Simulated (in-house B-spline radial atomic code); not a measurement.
Computed with a B-spline radial atomic code. Model: two electrons, singlet ground state, non-relativistic, full CI in B-splines with partial waves to l = 8 (at full coupling up to 3e-4 hartree above the limit, correlation up to 0.6 % small), density held at that of full coupling by Lieb maximisation.

Along the adiabatic connection the electron repulsion is scaled by a coupling λ while a local potential keeps the density fixed. At λ = 0 the system is the Kohn-Sham one and W equals the exchange energy; the exchange-correlation energy is the area under W between 0 and 1. The kinetic energy rises with λ as the electrons avoid each other, with dT/dλ = −λ dW/dλ.

Command:
```bash
python run_ac.py task.json out
```
Settings (lengths in bohr, energies in hartree):
```
potential              yukawa
strength               4.38
lmax                   8
second                 1.31
```

Time taken, with all properties: 9.1 s on 1 thread of Intel(R) Xeon(R) Processor @ 2.30GHz, on a shared host.

**W = mean repulsion less Hartree energy, and W of three functionals.**

Given: confinement screened point charge; nuclear charge 4.38; screening of the nucleus 1.31 1/bohr; external potential -Z exp(-k r)/r.

Computed: LDA exchange minus exact 319.27 millihartree; PBE exchange minus exact 27.489 millihartree.

| coupling | W xc (hartree) | W xc minus exchange (millihartree) | kinetic minus Kohn-Sham (millihartree) | LDA (PW92) W minus its exchange (millihartree) | PBE W minus its exchange (millihartree) | SCAN W minus its exchange (millihartree) |
| --- | --- | --- | --- | --- | --- | --- |
| 0 | -2.3113 | 0 | 0 | 0 | 0 | 0 |
| 0.02 | -2.3132 | -1.919 | 0 | -13.82 | -1.77 | -1.83 |
| 0.05 | -2.3161 | -4.782 | 0.1 | -29 | -4.45 | -4.54 |
| 0.12 | -2.3227 | -11.397 | 0.7 | -57.23 | -10.76 | -10.73 |
| 0.25 | -2.3347 | -23.44 | 2.9 | -98.49 | -22.49 | -21.86 |
| 0.4 | -2.3482 | -36.961 | 7.3 | -137.28 | -35.92 | -34.22 |
| 0.6 | -2.3657 | -54.389 | 16 | -180.8 | -53.49 | -49.99 |
| 0.8 | -2.3825 | -71.167 | 27.7 | -218.29 | -70.58 | -65.05 |
| 1 | -2.3986 | -87.328 | 42.3 | -251.57 | -87.17 | -79.49 |
| 1.4 | ? | ? | ? | ? | ? | ? |
| 2 | -2.4712 | -159.94 | 150.1 | -380.57 | -162.57 | -143.93 |
| 3 | ? | ? | ? | ? | ? | ? |
| 4.5 | -2.6079 | -296.59 | 583.1 | -581.32 | -307.43 | -266.27 |
| 7 | -2.7029 | -391.59 | 1122.7 | -708.78 | -411.66 | -354.34 |
| 10 | -2.7842 | -472.88 | 1806.7 | -816.62 | -504.93 | -432.84 |

Q: What belongs in the row 1.4?

A: W xc (hartree): -2.4292; W xc minus exchange (millihartree): -117.93; kinetic minus Kohn-Sham (millihartree): 78.9; LDA (PW92) W minus its exchange (millihartree): -309.2; PBE W minus its exchange (millihartree): -118.8; SCAN W minus its exchange (millihartree): -106.7.

Q: What belongs in the row 3?

A: W xc (hartree): -2.5324; W xc minus exchange (millihartree): -221.13; kinetic minus Kohn-Sham (millihartree): 302.3; LDA (PW92) W minus its exchange (millihartree): -474.62; PBE W minus its exchange (millihartree): -226.92; SCAN W minus its exchange (millihartree): -198.32.

Q: What is the SCAN exchange minus exact?

A: -10.884 millihartree.

**Energy parts, natural occupations and partial-wave weights.**

Computed: exchange energy -2.3113 hartree; correlation energy -0.045063 hartree; kinetic part of the DFT correlation energy 0.042265 hartree; kinetic part over minus potential part 0.48398; Hartree energy 4.6226 hartree; Kohn-Sham kinetic 14.49 hartree; Lieb Oxford ratio E_xc over LDA exchange 1.1829.

| natural | occupation of the shell (electrons) |
| --- | --- |
| s | 1.9963 |
| p | 0.001768 |
| s | ? |
| d | 9.0846e-05 |
| p | 7.2685e-05 |
| s | 3.8248e-05 |

Q: What belongs in the row s?

A: occupation of the shell (electrons): 0.0016805.

| wave | weight |
| --- | --- |
| s | 0.99901 |
| p | ? |
| d | 5.1529e-05 |
| f | 7.5182e-06 |
| g | 1.7724e-06 |

Q: What belongs in the row p?

A: weight: 0.0009243.

Q: What is the initial slope twice GL2?

A: -0.096155 hartree.

Q: What is the total energy?

A: -7.5100 hartree.

Half-way to full coupling W has made 52 % of its drop, against 50 % for a straight line, and second-order (GL2) theory, half the initial slope, overshoots the correlation energy by about 7 %: correlation is weak here. Over couplings 0 to 1 the errors in E_xc come to about +214 millihartree for LDA, +28 millihartree for PBE, -7.2 millihartree for SCAN, so SCAN is nearest. In LDA and SCAN the errors of exchange and correlation have opposite signs, so the sum is smaller than the larger of the two.
